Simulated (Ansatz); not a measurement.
Reaction (redistribution): `[SH][Ga]([Cl])[Cl]` + `CC(C)(C)[O][Ga]([F])[Cl]` → `CC(C)(C)[O][Ga]([Cl])[Cl]` + `[F][Ga]([SH])[Cl]`

Isolated molecules relaxed with PBE0-D4/def2-TZVP in Ansatz; ΔE leaves out vibrations. CCSD(T)/CBS adds triple-zeta CCSD(T) − MP2 to the extrapolated MP2 energy (def2 sets, frozen cores). Functionals use def2-TZVPP. For Ga outer-core shells are correlated without core-valence functions, which leaves a few kJ/mol of doubt a bond. Scalar relativity is left out up to krypton. Each species was taken in one conformer, which may not be the lowest.

| level | ΔE (kJ/mol) | difference from CCSD(T)/CBS |
| --- | --- | --- |
| r2SCAN-D4 | 1.5 | 0.6 |
| PBE0-D4 | 0.9 | 0.0 |
| r2SCANh-D4 | 1.5 | 0.6 |
| CAM-B3LYP-D4 | 0.6 | -0.3 |
| BLYP | 2.0 | 1.1 |
| r2SCANh | 2.1 | 1.2 |
| CCSD(T)/def2-SVP | 0.2 | -0.7 |
| HF/def2-TZVPP | 2.5 | 1.6 |
| SCS-MP2/def2-TZVPP | 1.5 | 0.6 |
| HF/def2-QZVPP | 2.1 | 1.2 |
| CCSD(T)/CBS | 0.9 | 0 |

Largest T1 diagnostic among the species: 0.013.

Leaving LDA and LC-ωPBE aside and taking each functional with its dispersion term where it has one, the values, not all of them listed here, spread over 1.7 kJ/mol, from BLYP-D4 to B2PLYP.
